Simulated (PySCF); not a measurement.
## Exercise with solution: entropy of an ideal gas

CHS, SMILES S[C] (connectivity only; charge and spin as stated), neutral, multiplicity 2.

Geometry: PBE-D3(BJ)/def2-TZVPD.

PBE-D3(BJ)/def2-TZVPD run with PySCF gives the harmonic wavenumbers 739, 922, 2202 cm⁻¹ and the rotational temperatures 13.8780, 0.9962, 0.9295 K. The molar mass is 45.08 g/mol, the symmetry number 1, the spin multiplicity 2.

Question: Work out the entropy at 298.15 K and 1 atm in the rigid-rotor, harmonic-oscillator model.

Answer: 
Translation (Sackur–Tetrode at 1 atm): S = R[1.5 ln M + 2.5 ln T − 1.16487] = 156.2 J/(mol K).
Rotation: q = (√π/σ) T^1.5/√(θA θB θC) = 2550, S = R[ln q + 3/2] = 77.7 J/(mol K).
Vibration: with u = 1.4388 ν/T, each mode gives R[u/(e^u − 1) − ln(1 − e^−u)]:
```json
[
 {"ν (cm⁻¹)": "739", "modes": "1", "u": "3.57", "S (J/(mol K))": "1.10"},
 {"ν (cm⁻¹)": "922", "modes": "1", "u": "4.45", "S (J/(mol K))": "0.54"}
]
```
The stiffer modes add less than 0.005 each. Sum 1.6 J/(mol K).
Spin: R ln 2 = 5.8 J/(mol K).
Total 241.3 J/(mol K); the program's own thermochemistry gives 241.3. Translation makes up 65 % and vibration 1 %. Anharmonicity, hindered rotation and orbital degeneracy are left out.
